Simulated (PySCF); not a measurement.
Record of a relaxation.

Compound: C₅HF₃.
Bonds: C1–C2 (triple), C2–C3, C3–C4 (triple), C4–C5, C5–F6, C5–F7, C5–F8. Hydrogens: H9 on C1.

Method: PBE0-D3(BJ)/def2-SVP geometry optimisation, gas phase in PySCF 2.14.0; density fitting, grid level 1; the optimiser is geomeTRIC in internal coordinates, started from a GFN2-xTB structure with every atom displaced at random (about 0.01 Å). The frame can shift and turn from step to step; on so coarse a grid that alone can change the energy by a few meV, and forces under 0.02 eV/Å are noise.

Step 0: E = -13323.7448 eV, largest atomic force 8.336 eV/Å
```
atom  x, y, z in Å  |  force x, y, z in eV/Å
C1      3.202   -0.121   -0.365   -3.994   0.209   0.479
C2      1.982   -0.063   -0.217    1.851  -0.151  -0.260
C3      0.623   -0.020   -0.050    7.237  -0.233  -0.950
C4     -0.519    0.021    0.115   -8.263   0.219   1.082
C5     -1.993    0.054    0.294   -0.299   0.480   0.630
F6     -2.348    0.838    1.343    0.486  -0.489  -0.623
F7     -2.496   -1.160    0.537    0.326   0.267  -0.199
F8     -2.612    0.555   -0.778    0.311  -0.232   0.126
H9      4.220   -0.122   -0.484    2.344  -0.070  -0.284
```

Step 1: E = -13324.0425 eV, largest atomic force 0.789 eV/Å
```
atom  x, y, z in Å  |  force x, y, z in eV/Å
C1      3.197   -0.062   -0.371    0.312  -0.097  -0.059
C2      1.991   -0.141   -0.248   -0.019   0.123   0.010
C3      0.633   -0.138   -0.084   -0.771   0.039   0.161
C4     -0.574   -0.087    0.093    0.717  -0.094  -0.164
C5     -2.016    0.061    0.315    0.080   0.159   0.013
F6     -2.235    0.872    1.352   -0.092  -0.059  -0.012
F7     -2.600   -1.105    0.572   -0.008  -0.021   0.002
F8     -2.607    0.594   -0.753   -0.034  -0.036   0.041
H9      4.270   -0.011   -0.481   -0.184  -0.013   0.008
```

Step 2: E = -13324.0523 eV, largest atomic force 0.153 eV/Å
```
atom  x, y, z in Å  |  force x, y, z in eV/Å
C1      3.202   -0.077   -0.383   -0.045  -0.092  -0.017
C2      1.994   -0.116   -0.245    0.060   0.098  -0.001
C3      0.635   -0.097   -0.071   -0.143  -0.004   0.054
C4     -0.567   -0.055    0.102    0.100   0.041  -0.033
C5     -2.015    0.066    0.321   -0.037   0.035   0.017
F6     -2.274    0.861    1.359    0.038  -0.013  -0.041
F7     -2.569   -1.117    0.568    0.005  -0.109   0.024
F8     -2.619    0.580   -0.749    0.034   0.037   0.002
H9      4.270   -0.062   -0.508   -0.011   0.007  -0.005
```

Step 3: E = -13324.0565 eV, largest atomic force 0.283 eV/Å
```
atom  x, y, z in Å  |  force x, y, z in eV/Å
C1      3.199   -0.095   -0.402   -0.117  -0.052   0.001
C2      1.993   -0.082   -0.243    0.006   0.056   0.004
C3      0.635   -0.043   -0.056    0.278  -0.045  -0.033
C4     -0.564   -0.012    0.115   -0.226   0.062   0.030
C5     -2.014    0.065    0.328    0.024  -0.026   0.004
F6     -2.302    0.846    1.368    0.001  -0.012   0.009
F7     -2.525   -1.142    0.568   -0.022   0.021  -0.013
F8     -2.626    0.568   -0.742   -0.018  -0.019   0.011
H9      4.262   -0.123   -0.544    0.074   0.015  -0.012
```

Step 4: E = -13324.0574 eV, largest atomic force 0.155 eV/Å
```
atom  x, y, z in Å  |  force x, y, z in eV/Å
C1      3.197   -0.101   -0.415   -0.010  -0.031  -0.008
C2      1.994   -0.068   -0.247   -0.030   0.035   0.007
C3      0.638   -0.023   -0.054    0.147  -0.045  -0.023
C4     -0.563    0.006    0.120   -0.139   0.051   0.020
C5     -2.013    0.064    0.335   -0.010  -0.047   0.000
F6     -2.311    0.837    1.378    0.011   0.006   0.018
F7     -2.510   -1.150    0.572    0.006   0.008  -0.003
F8     -2.636    0.560   -0.732    0.002   0.009  -0.005
H9      4.261   -0.142   -0.565    0.023   0.014  -0.005
```

Step 5: E = -13324.0576 eV, largest atomic force 0.039 eV/Å
```
atom  x, y, z in Å  |  force x, y, z in eV/Å
C1      3.195   -0.104   -0.430    0.011  -0.007  -0.006
C2      1.993   -0.060   -0.255    0.000   0.012   0.000
C3      0.639   -0.013   -0.056   -0.022  -0.031  -0.002
C4     -0.563    0.016    0.122    0.021   0.027  -0.004
C5     -2.013    0.062    0.345   -0.002  -0.032   0.002
F6     -2.310    0.831    1.391   -0.001   0.003   0.008
F7     -2.498   -1.156    0.581    0.005   0.008  -0.001
F8     -2.644    0.556   -0.719    0.001   0.011   0.005
H9      4.259   -0.148   -0.586   -0.012   0.009  -0.002
```

Step 6: E = -13324.0577 eV, largest atomic force 0.104 eV/Å
```
atom  x, y, z in Å  |  force x, y, z in eV/Å
C1      3.193   -0.104   -0.449    0.026   0.012  -0.005
C2      1.992   -0.057   -0.267    0.007  -0.006  -0.004
C3      0.638   -0.012   -0.060   -0.103  -0.011   0.011
C4     -0.563    0.020    0.124    0.087   0.001  -0.013
C5     -2.011    0.060    0.356   -0.004   0.001   0.004
F6     -2.304    0.825    1.406    0.000  -0.004   0.009
F7     -2.491   -1.160    0.593    0.007   0.002  -0.002
F8     -2.652    0.554   -0.702    0.002   0.005   0.001
H9      4.256   -0.143   -0.609   -0.022   0.001  -0.002
```

Step 7: E = -13324.0578 eV, largest atomic force 0.058 eV/Å
```
atom  x, y, z in Å  |  force x, y, z in eV/Å
C1      3.192   -0.103   -0.450    0.015   0.012  -0.003
C2      1.991   -0.058   -0.268    0.007  -0.006  -0.004
C3      0.638   -0.014   -0.061   -0.057  -0.010   0.005
C4     -0.563    0.019    0.124    0.048   0.002  -0.006
C5     -2.011    0.060    0.357   -0.002   0.003   0.004
F6     -2.303    0.825    1.407    0.000  -0.005   0.006
F7     -2.492   -1.160    0.594    0.004   0.000  -0.002
F8     -2.651    0.554   -0.701    0.001   0.004   0.004
H9      4.255   -0.140   -0.610   -0.014   0.000  -0.003
```

Step 8: E = -13324.0578 eV, largest atomic force under 0.02 eV/Å
```
atom  x, y, z in Å  |  force x, y, z in eV/Å
C1      3.192   -0.102   -0.450   -0.001   0.011  -0.002
C2      1.991   -0.059   -0.267    0.005  -0.005  -0.004
C3      0.638   -0.016   -0.060    0.016  -0.009  -0.006
C4     -0.562    0.017    0.125   -0.018   0.005   0.005
C5     -2.011    0.060    0.357    0.000   0.003   0.002
F6     -2.302    0.826    1.406    0.001  -0.006   0.004
F7     -2.493   -1.159    0.594    0.001  -0.002  -0.001
F8     -2.649    0.555   -0.702   -0.001   0.004   0.005
H9      4.255   -0.138   -0.610   -0.002  -0.001  -0.004
```

Q: Summarise the path.

A: The energy falls by 7.22 kcal/mol from step 0 to step 8; nine tenths of that is first reached at step 1. It falls at every step. The largest force goes from 8.336 to under 0.02 eV/Å. Among the bonds C3≡C4 changes most, from 1.155 to 1.214 Å; the atoms move by 0.029 Å rms after alignment.

Q: Follow the three bonds and two angles with the largest change from start to end.

A: 
```csv
step,E above end (kcal/mol),largest force (eV/Å),C3≡C4 (Å),C1–H9 (Å),C5–F6 (Å),C2–C1–H9 (°),F6–C5–F8 (°)
0,7.22,8.336,1.155,1.025,1.357,177.4,106.4
1,0.35,0.789,1.221,1.080,1.334,179.0,107.9
2,0.13,0.153,1.216,1.076,1.333,179.0,107.9
3,0.03,0.283,1.212,1.073,1.332,179.1,107.8
4,0.01,0.155,1.213,1.075,1.331,179.4,107.9
5,0.00,0.039,1.215,1.076,1.332,179.8,107.9
6,0.00,0.104,1.216,1.076,1.332,179.8,107.9
7,0.00,0.058,1.215,1.076,1.332,179.8,107.9
8,0.00,under 0.02,1.214,1.075,1.332,179.9,107.9
```

What follows is the cost of the whole optimisation. Time: 2.5 min wall, 1.7 min CPU; peak memory 0.47 GiB. Hardware: an Intel Xeon at 2.50 GHz with one thread, shared host.
